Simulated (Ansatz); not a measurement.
The same isomerisation along the group V, Nb, Ta.

Program: Ansatz. Geometries: PBE0-D4/def2-TZVP. ΔE: electronic, gas phase. CCSD(T)/CBS is the MP2 limit (def2-TZVPP, def2-QZVPP) plus CCSD(T) − MP2 in def2-TZVPP, frozen cores. def2 core potentials past Kr. For Nb, Ta, V outer-core shells are correlated without core-valence functions, which leaves a few kJ/mol of doubt a bond. Scalar relativity is left out up to krypton. One conformer a species, not always the lowest.

Q: Order these by ΔE at CCSD(T)/CBS, lowest first. (Estimate.)
A. `[NH]=[Ta]([OH])([OH])[OH]` → `[NH2][Ta](=[O])([OH])[OH]`
B. `[NH]=[Nb]([OH])([OH])[OH]` → `[NH2][Nb](=[O])([OH])[OH]`
C. `[NH]=[V]([OH])([OH])[OH]` → `[NH2][V](=[O])([OH])[OH]`

A: A (-17.0 kcal/mol), B (-14.7 kcal/mol), C (-10.0 kcal/mol).

Largest T1 diagnostic: 0.033, for `[NH2][V](=[O])([OH])[OH]`, so its coupled-cluster energy is less sure.
